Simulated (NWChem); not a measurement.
System: C₄H₅FO; SMILES C1(=O)CC(C1)F

Parts of the log:

```
             Northwest Computational Chemistry Package (NWChem) 7.3.0
             --------------------------------------------------------

                             Geometry "geometry" -> ""
                             -------------------------

 Output coordinates in angstroms (scale by  1.889725989 to convert to a.u.)

  No.       Tag          Charge          X              Y              Z
 ---- ---------------- ---------- -------------- -------------- --------------
    1 O                    8.0000    -0.00356500     2.30387700     0.00000000
    2 C                    6.0000     0.00251200     1.10965000     0.00000000
    3 C                    6.0000    -0.05808300     0.05057300     1.09583900
    4 C                    6.0000    -0.45715900    -0.95326300     0.00000000
    5 F                    9.0000     0.24526400    -2.12252500     0.00000000
    6 C                    6.0000    -0.05808300     0.05057300    -1.09583900
    7 H                    1.0000     0.95192000    -0.18108100     1.47400100
    8 H                    1.0000    -0.73165800     0.22852700     1.94657600
    9 H                    1.0000    -1.53298700    -1.19170300     0.00000000
   10 H                    1.0000    -0.73165800     0.22852700    -1.94657600
   11 H                    1.0000     0.95192000    -0.18108100    -1.47400100

 Effective nuclear repulsion energy (a.u.)     230.3461420197

  xc_inp: hfexch multiplicative factor not found.
                              NWChem Property Module
                              ----------------------

  itol2e modified to match energy
  convergence criterion.

                                 NWChem DFT Module
                                 -----------------

 Summary of "ao basis" -> "ao basis" (spherical)
 ------------------------------------------------------------------------------
       Tag                 Description            Shells   Functions and Types
 ---------------- ------------------------------  ------  ---------------------
 O                           sto-3g                  3        5   2s1p
 C                           sto-3g                  3        5   2s1p
 F                           sto-3g                  3        5   2s1p
 H                           sto-3g                  1        1   1s

  itol2e modified to match energy
  convergence criterion.

            General Information
            -------------------
          SCF calculation type: DFT
          Wavefunction type:  closed shell.
          No. of atoms     :    11
          No. of electrons :    46
           Alpha electrons :    23
            Beta electrons :    23
          Charge           :     0
          Spin multiplicity:     1
          Use of symmetry is: off; symmetry adaption is: off
          Maximum number of iterations: 150
          AO basis - number of functions:    35
                     number of shells:    23
          Convergence on energy requested:  1.00D-07
          Convergence on density requested:  1.00D-05
          Convergence on gradient requested:  5.00D-04

              XC Information
              --------------
                     Hartree-Fock (Exact) Exchange  1.000

      Superposition of Atomic Density Guess
      -------------------------------------

 Sum of atomic energies:        -322.82511597

      Non-variational initial energy
      ------------------------------

 Total energy =    -324.095254
 1-e energy   =    -906.218815
 2-e energy   =     351.777419
 HOMO         =      -0.115342
 LUMO         =       0.204095

[...]

          -----------------------------------------
          Chemical Shielding Tensors (GIAO, in ppm)
          -----------------------------------------

                                NWChem CPHF Module
                                ------------------

  scftype          =     RHF
  nclosed          =       23
  nopen            =        0
  variables        =      276
  # of vectors     =        3
  tolerance        = 0.10D-03
  level shift      = 0.00D+00
  max iterations   =       50
  max subspace     =       30

 SCF residual:    3.1226087276967400E-005

Iterative solution of linear equations
  No. of variables      276
  No. of equations        3
  Maximum subspace       30
        Iterations       50
       Convergence  1.0D-04

   iter   nsub   residual    time
   ----  ------  --------  ---------
     1      3    2.45D+00       5.5
     2      6    9.59D-01       5.8
     3      9    1.88D-01       6.1
     4     12    3.79D-02       6.4
     5     15    5.41D-03       6.7
     6     18    5.66D-04       7.0
     7     21    6.37D-05       7.3

      Atom:    1  O
        Diamagnetic
    374.1495      0.1351      0.0000
      0.1351    411.9399     -0.0000
      0.0000     -0.0000    368.3810

        Paramagnetic
    107.7398    -13.2726      0.0000
    -13.2726  -1329.2193      0.0000
      0.0000      0.0000   -724.4134

        Total Shielding Tensor
    481.8894    -13.1375      0.0000
    -13.1375   -917.2794      0.0000
      0.0000      0.0000   -356.0324

           isotropic =    -263.8075
          anisotropy =    -980.3929

          Principal Components and Axis System
                 1           2           3
             -917.4027    482.0127   -356.0324

      1         0.0094      1.0000      0.0000
      2         1.0000     -0.0094      0.0000
      3         0.0000      0.0000      1.0000

      Atom:    2  C
        Diamagnetic
    240.6587      1.0174     -0.0000
      1.0174    268.7520     -0.0000
     -0.0000     -0.0000    257.4527

        Paramagnetic
    -58.0789     -2.9688     -0.0000
     -2.9688   -121.4581     -0.0000
     -0.0000     -0.0000   -282.0810

        Total Shielding Tensor
    182.5797     -1.9514     -0.0000
     -1.9514    147.2939     -0.0000
     -0.0000     -0.0000    -24.6283

           isotropic =     101.7484
          anisotropy =     121.4083

          Principal Components and Axis System
                 1           2           3
              182.6873    147.1863    -24.6283

      1         0.9985      0.0551      0.0000
      2        -0.0551      0.9985      0.0000
      3         0.0000      0.0000      1.0000

      Atom:    3  C
        Diamagnetic
    240.3331      1.1976      1.1360
      1.1976    248.5904      0.0277
      1.1360      0.0277    252.0648

        Paramagnetic
    -64.0609     15.1579      1.5225
     15.1579    -33.6395     -1.2033
      1.5225     -1.2033    -43.7394

        Total Shielding Tensor
    176.2722     16.3555      2.6585
     16.3555    214.9509     -1.1757
      2.6585     -1.1757    208.3254

           isotropic =     199.8495
          anisotropy =      31.6396

          Principal Components and Axis System
                 1           2           3
              220.9425    208.5424    170.0635

      1         0.3430      0.0762      0.9362
      2         0.9392     -0.0117     -0.3431
      3        -0.0152      0.9970     -0.0756

      Atom:    4  C
        Diamagnetic
    243.7922      1.5564      0.0000
      1.5564    254.6450      0.0000
      0.0000      0.0000    248.1928

        Paramagnetic
    -68.2789    -29.4661     -0.0000
    -29.4661    -53.8317      0.0000
     -0.0000      0.0000    -70.7844

        Total Shielding Tensor
    175.5133    -27.9097     -0.0000
    -27.9097    200.8133      0.0000
     -0.0000      0.0000    177.4084

           isotropic =     184.5783
          anisotropy =      51.3414

          Principal Components and Axis System
                 1           2           3
              218.8060    177.4084    157.5207

      1        -0.5418      0.0000      0.8405
      2         0.8405      0.0000      0.5418
      3         0.0000      1.0000      0.0000

      Atom:    5  F
        Diamagnetic
    450.2801    -20.1088      0.0000
    -20.1088    476.7182      0.0000
      0.0000      0.0000    439.9577

        Paramagnetic
     12.6210     40.3776     -0.0000
     40.3776    -18.2600     -0.0000
     -0.0000     -0.0000     60.1048

        Total Shielding Tensor
    462.9012     20.2688     -0.0000
     20.2688    458.4582     -0.0000
     -0.0000     -0.0000    500.0625

           isotropic =     473.8073
          anisotropy =      39.3828

          Principal Components and Axis System
                 1           2           3
              500.0625    481.0699    440.2895

      1        -0.0000      0.7446     -0.6675
      2        -0.0000      0.6675      0.7446
      3         1.0000      0.0000      0.0000

      Atom:    6  H
        Diamagnetic
     35.2357     -2.3742      7.4803
     -2.3742     26.2300     -1.0091
      7.4803     -1.0091     29.9598

        Paramagnetic
     -2.7744      1.7806     -2.8710
      1.7806      0.7750      1.7130
     -2.8710      1.7130      0.7759

        Total Shielding Tensor
     32.4613     -0.5936      4.6093
     -0.5936     27.0051      0.7039
      4.6093      0.7039     30.7358

           isotropic =      30.0674
          anisotropy =       9.3308

          Principal Components and Axis System
                 1           2           3
               36.2879     27.8791     26.0351

      1         0.7695     -0.4393     -0.4636
      2        -0.0008      0.7253     -0.6885
      3         0.6387      0.5301      0.5577

      Atom:    7  H
        Diamagnetic
     28.4045     -1.0124     -7.5524
     -1.0124     25.5962      1.8770
     -7.5524      1.8770     37.2016

[...]
```

Level: Hartree-Fock/STO-3G, GIAO. STO-3G and 3-21G are far too small for this property and stand as cheap habits. Geometry: optimised at PBE0/def2-SVP. NWChem prints the field gradient with the sign opposite to the second derivative of the potential. The output numbers the shielded atoms by their place in the input's list. The printed shielding anisotropy is the first printed principal value minus the mean of the other two.

Question: Which NWChem input produces such a log?

Answer: Several could match; the one computed here: the input that was run:
```
start job
memory heap 200 mb stack 900 mb global 1100 mb
geometry units angstroms noautosym nocenter noautoz
  O     -0.003565     2.303877     0.000000
  C      0.002512     1.109650     0.000000
  C     -0.058083     0.050573     1.095839
  C     -0.457159    -0.953263     0.000000
  F      0.245264    -2.122525     0.000000
  C     -0.058083     0.050573    -1.095839
  H      0.951920    -0.181081     1.474001
  H     -0.731658     0.228527     1.946576
  H     -1.532987    -1.191703     0.000000
  H     -0.731658     0.228527    -1.946576
  H      0.951920    -0.181081    -1.474001
end
basis spherical
  * library sto-3g
end
dft
  xc hfexch
  iterations 150
end
property
  shielding 8 1 2 3 4 5 7 8 9
  efieldgrad
end
task dft property
```
